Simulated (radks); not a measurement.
Results of a calculation; reference values are marked as such.
Problem. All-electron atom: Zr3+ in [Kr] 4d1. Level of theory: Dirac Kohn-Sham, LDA (Slater exchange, Perdew-Wang correlation), spin-unpolarised, spherical densities, finite nucleus; open shells are shared between the two j in proportion to 2j + 1; Fermi nuclear charge, rms radius 4.2694 fm (a radial shooting solver on a logarithmic mesh with Libxc functionals).

Spin-orbit splittings of the eigenvalues, e(l+1/2) - e(l-1/2), with zeta = 2 splitting/(2l+1) and mean radii in bohr:

| shell | occ. | splitting (eV) | zeta (eV) | <r> j=l-1/2 | <r> j=l+1/2 |
|---|---|---|---|---|---|
| 2p | 6 | ? | ? | 0.1387 | 0.1431 |
| 3p | 6 | 13.67 | 9.114 | 0.4555 | 0.4660 |
| 3d | 10 | 2.501 | 1.000 | 0.4505 | 0.4541 |
| 4p | 6 | 1.875 | 1.250 | 1.321 | 1.350 |
| 4d | 1 | 0.1895 | 0.07581 | 1.825 | 1.837 |

Estimate the 2p splitting.

Solution. 85.70 eV (zeta = 57.14 eV).
